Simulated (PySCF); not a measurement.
SbI₂, SMILES [I][Sb][I], multiplicity 2.

Coordinates come from a B3LYP-D3(BJ)/def2-SVP optimisation. The spin state was assumed, not searched. The isomer is the one that the SMILES or the coordinates give; other isomers of the formula were not compared. The def2 effective core potentials stand for the cores of I, Sb; spin–orbit coupling is left out.

Two levels are set side by side: PBE/def2-TZVPD (PySCF) and PBE0/def2-TZVPD (PySCF). Same geometry, gas phase. Differences are taken from unrounded values.

```json
[
 {"quantity": "α-spin orbital gap (eV)", "PBE": "1.87"},
 {"quantity": "β-spin orbital gap (eV)", "PBE": "2.32"},
 {"quantity": "dipole moment (D)", "PBE": "1.57"},
 {"quantity": "mean polarisability (bohr³)", "PBE": "127.7"}
]
```

These are the PBE values. What does PBE0 give? (The exact figures need the calculation; the answer reports its results.)


```
quantity                      PBE0  PBE minus PBE0
---------------------------  -----  --------------
α-spin orbital gap (eV)       3.61           -1.74
β-spin orbital gap (eV)       4.08           -1.76
dipole moment (D)             1.78           -0.21
mean polarisability (bohr³)  122.9             4.8
```

Loosely held outer electrons make PBE densities more polarisable. Differences between two approximate levels are no errors against the true value.

Rough cost on one machine, each run with all the roots and properties that it gave: PBE0 against PBE within a factor of 2.
